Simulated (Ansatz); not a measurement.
Basis sets compared for the cluster Li4H5⁻. The state is a singlet with charge -1. Geometry PBE0-D4/def2-TZVPD. Ansatz on 4 threads of Arm Neoverse V2 on a shared host; times are rough, and most runs start from earlier orbitals.

```csv
atom,x (Å),y (Å),z (Å)
Li1,1.1811,1.2913,0.2400
Li2,-1.2668,1.0400,0.6553
Li3,1.2386,-0.9870,-0.7791
Li4,-1.2065,-1.2398,-0.3574
H5,-0.1505,0.3037,-0.6920
H6,-2.4036,-0.3536,0.6603
H7,-0.0120,2.1861,1.2478
H8,2.5041,0.1509,-0.1939
H9,0.1156,-2.3917,-0.7810
```

The structure comes from a short search, and lower isomers may exist.

```tsv
level	functions	energy (Eh)	HOMO (eV)	LUMO (eV)	wall time
HF/STO-3G	25	-32.1882	-3.18	7.26	0.1 s
HF/6-31G	46	-32.7026	-4.52	4.74	0.15 s
PBE-D4/def2-SVPD	88	-33.0033	-0.79	2.20	0.65 s
PBE0-D4/def2-SVPD	88	-33.0280	-1.82	2.70	0.65 s
```

**Question.** Estimate the rows for HF/def2-TZVPD, PBE-D4/def2-TZVPD (with forces), PBE0-D4/def2-TZVPD.

**Answer.** 
```
                          level  functions  energy (Eh)  HOMO (eV)  LUMO (eV)  wall time
                  HF/def2-TZVPD        113     -32.7311      -4.51       3.54      0.2 s
PBE-D4/def2-TZVPD (with forces)        113     -33.0296      -0.82       2.21     0.85 s
             PBE0-D4/def2-TZVPD        113     -33.0530      -1.85       2.67      1.1 s
```
